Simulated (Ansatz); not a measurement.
`[Cl][AlH][GeH3]` + H₂ → `[AlH2][GeH3]` + HCl  (hydrogenolysis of the Al–Cl bond)

Gas-phase electronic energies from Ansatz, PBE0-D4/def2-TZVP geometries. CCSD(T)/CBS adds triple-zeta CCSD(T) − MP2 to the extrapolated MP2 energy (def2 sets, frozen cores). This one scheme is used for every species. DFT in def2-TZVPP. B3LYP here is the variant with VWN-RPA as its local correlation; programs differ in this. For Ge outer-core shells are correlated without core-valence functions, which leaves a few kJ/mol of doubt a bond. Scalar relativity is left out up to krypton.

```json
{"level": "PBE-D4", "ΔE (kcal/mol)": "36.0", "difference from CCSD(T)/CBS": "-0.8"}
{"level": "BLYP-D4", "ΔE (kcal/mol)": "36.4", "difference from CCSD(T)/CBS": "-0.4"}
{"level": "r2SCAN-D4", "ΔE (kcal/mol)": "37.9", "difference from CCSD(T)/CBS": "1.1"}
{"level": "B97M-V", "ΔE (kcal/mol)": "34.4", "difference from CCSD(T)/CBS": "-2.4"}
{"level": "PBE0-D4", "ΔE (kcal/mol)": "35.9", "difference from CCSD(T)/CBS": "-0.9"}
{"level": "B3LYP-D4", "ΔE (kcal/mol)": "36.3", "difference from CCSD(T)/CBS": "-0.5"}
{"level": "r2SCANh-D4", "ΔE (kcal/mol)": "37.8", "difference from CCSD(T)/CBS": "1.0"}
{"level": "ωB97M-V", "ΔE (kcal/mol)": "36.4", "difference from CCSD(T)/CBS": "-0.4"}
{"level": "PBE-QIDH", "ΔE (kcal/mol)": "36.5", "difference from CCSD(T)/CBS": "-0.3"}
{"level": "PBE", "ΔE (kcal/mol)": "35.3", "difference from CCSD(T)/CBS": "-1.5"}
{"level": "PBE0", "ΔE (kcal/mol)": "35.3", "difference from CCSD(T)/CBS": "-1.5"}
{"level": "B3LYP", "ΔE (kcal/mol)": "35.1", "difference from CCSD(T)/CBS": "-1.7"}
{"level": "RPA@PBE/def2-TZVPP", "ΔE (kcal/mol)": "33.8", "difference from CCSD(T)/CBS": "-3.0"}
{"level": "HF/def2-SVP", "ΔE (kcal/mol)": "33.8", "difference from CCSD(T)/CBS": "-3.0"}
{"level": "SCS-MP2/def2-TZVPP", "ΔE (kcal/mol)": "36.4", "difference from CCSD(T)/CBS": "-0.4"}
{"level": "HF/CBS(def2)", "ΔE (kcal/mol)": "34.1", "difference from CCSD(T)/CBS": "-2.7"}
{"level": "CCSD(T)/CBS", "ΔE (kcal/mol)": "36.8", "difference from CCSD(T)/CBS": "0"}
```

Largest T1 diagnostic among the species: 0.012.

Leaving LDA and LC-ωPBE aside and taking each functional with its dispersion term where it has one, the values spread over 3.5 kcal/mol, from B97M-V to r2SCAN-D4. The D4 term adds +1.2 kcal/mol with B3LYP and +0.7 kcal/mol with PBE0; it sums over pairs of atoms, weighted by their polarisabilities, and B3LYP, whose exchange is more repulsive, gets the larger term.
